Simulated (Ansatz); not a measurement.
The same hydrolysis along the group F, Cl, Br.

Computed with Ansatz on PBE0-D4/def2-TZVP structures; ΔE is electronic, products minus reactants. CBS: MP2 limit from def2 TZ/QZ plus the TZ coupled-cluster correction, frozen cores. This one scheme is used for every species. DFT in def2-TZVPP. Elements past krypton have def2 core potentials. For Br, Cd outer-core shells are correlated without core-valence functions, which leaves a few kJ/mol of doubt a bond. Scalar relativity is left out up to krypton. One conformer a species, not always the lowest.

```tsv
reaction	revPBE-D4 (kJ/mol)	LDA (SPW92) (kJ/mol)	B97M-V (kJ/mol)
`[CH3][Cd][F]` + H₂O → `[OH][Cd][F]` + CH₄	-7	5	-18
`[CH3][Cd][Cl]` + H₂O → `[OH][Cd][Cl]` + CH₄	-13	-3	-24
`[CH3][Cd][Br]` + H₂O → `[OH][Cd][Br]` + CH₄	-16	-6	-26
```

(1) Give the CCSD(T)/CBS values in the same order. (Best estimate.)

Largest T1 diagnostic: 0.017, for `[OH][Cd][F]`.

Results:

(1) Computed: -5, -12, -15 kJ/mol.
